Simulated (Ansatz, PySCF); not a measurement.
# One recipe, two programs

Each step was found twice, by two independent programs: Ansatz 0.2.0 (Cholesky-factored integrals) and PySCF 2.14 (density fitting with its default auxiliary sets, JK sets also for MP2 and CCSD(T)), each with its own PBE0-D4/def2-TZVP structures. Gas-phase electronic energies, without zero-point energy, by CCSD(T) at an estimated basis limit (MP2 extrapolated from triple and quadruple zeta, plus CCSD(T) − MP2 in triple zeta); def2-TZVPP and QZVPP, frozen cores, on PBE0-D4/def2-TZVP structures. Extrapolation: Hartree–Fock as exp(−7.88 √X), correlation as X^−2.97. Barriers and step energies count from each program's own start structure, in kJ/mol.

| step | barrier, Ansatz | barrier, PySCF | step energy, Ansatz | step energy, PySCF |
| --- | --- | --- | --- | --- |
| AlH₃O₂ ([OH][AlH][OH]) → AlHO₂ ([O][Al][OH]) + H₂ | 289.3 | 289.0 | 263.6 | 263.6 |
| CH₃N ([CH2][NH]) + SiH₄ → CH₇NSi ([CH3][NH][SiH3]) | 207.6 | 198.5 | -154.1 | -156.2 |
| GaH₃ + H₂Se → GaH₃Se ([GaH2][SeH]) + H₂ | 64.9 | 64.1 | -58.6 | -59.0 |
| BH₂ClO₂ ([OH][B]([OH])[Cl]) → BClO + H₂O (still joined by a long B–O bond) | 240.8 | 240.2 | 199.4 | 199.2 |
| SiCl₂ + HCl → SiHCl₃ ([Cl][SiH]([Cl])[Cl]) | 71.6 | 71.2 | -234.3 | -233.5 |

(1) Where do the two programs differ most in the barrier, and how do such differences compare with 1 kcal/mol (0.043 eV)?

No T1 diagnostic of these runs exceeds 0.024. The restricted Hartree–Fock reference is unstable towards an unrestricted one at one or more of these structures. The filled d shells of Ga, Se are correlated in sets not built for that, so values that involve them are less sure.

Results:

(1) For CH₃N ([CH2][NH]) + SiH₄ → CH₇NSi ([CH3][NH][SiH3]), by 9.1 kJ/mol. That is more than 1 kcal/mol, too much for integral approximations; the structures differ: interatomic distances by up to 0.05 Å at the start and 0.45 Å at the saddle.

Labels in which every atom is bracketed show which atoms are joined, not bond orders.
